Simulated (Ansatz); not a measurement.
Reactions of C$_{2}$H$_{8}$OSSi (`[SiH3]COCS`).

Gas-phase electronic energies from Ansatz, PBE0-D4/def2-TZVP geometries. CBS: MP2 limit from def2 TZ/QZ plus the TZ coupled-cluster correction, frozen cores. This one scheme is used for every species, atoms too. For atomizations the MP2-based limit and the directly extrapolated one differ by several kJ/mol either way, and by 10 to 25 for some Ge, Se and Sn compounds, so smaller differences from it don't rank the levels. Double bonds are as drawn, so ΔE can hold a change between cis and trans. Functionals use def2-TZVPP. B3LYP here is the variant with VWN-RPA as its local correlation; programs differ in this. Open shells (•) are unrestricted, without spin–orbit coupling. Spin–orbit coupling would lower the free atoms: a little for C, O, S, Si. One conformer a species, not always the lowest.

```tsv
reaction	B2PLYP (kcal/mol)	MP2/CBS(def2) (kcal/mol)	B3LYP-D4 (kcal/mol)	CCSD/CBS(def2) (kcal/mol)	CCSD(T)/CBS(def2) (kcal/mol)
`[SiH3]COCS` + CH₄ → `CCOC[SiH3]` + H₂S	1.5	1.9	2.0	0.2	0.9
`[SiH3]COCS` → `[CH2]` (triplet) + `[SiH3]OCS`	70.1	74.0	71.8	69.1	72.5
`[SiH3]COCS` + `CSCS` → `CSCS[SiH3]` + `COCS`	-16.8	-19.3	-17.6	-17.3	-17.8
`[SiH3]COCS` → `OCC[SiH2]S`	-36.6	-40.8	-35.9	-39.0	-38.7
`[SiH3]COCS` → `COCS[SiH3]`	-16.9	-18.6	-17.2	-17.1	-17.4
`[SiH3]COCS` → 2 C• + 8 H• + O• + S• + Si•	1051.3	1075.3	1064.6	1051.1	1066.2
`[SiH3]COCS` → `COCS` + `[SiH2]`	51.4	57.2	51.6	51.5	52.7
`[SiH3]COCS` + `C/C(O)=[N]\[AlH2]` → `C/C(O)=N\[SiH3]` + `[AlH2][CH2]OCS`	12.6	11.9	12.3	11.9	11.9
`[SiH3]COCS` + `OB(O)O` → `OB(O)OC[SiH3]` + `OCS`	10.5	11.1	10.6	10.0	10.4
`[SiH3]COCS` → `OCSC[SiH3]`	-10.6	-14.1	-10.5	-11.9	-12.3
```

Largest T1 diagnostic: 0.014, for `[SiH2]`.
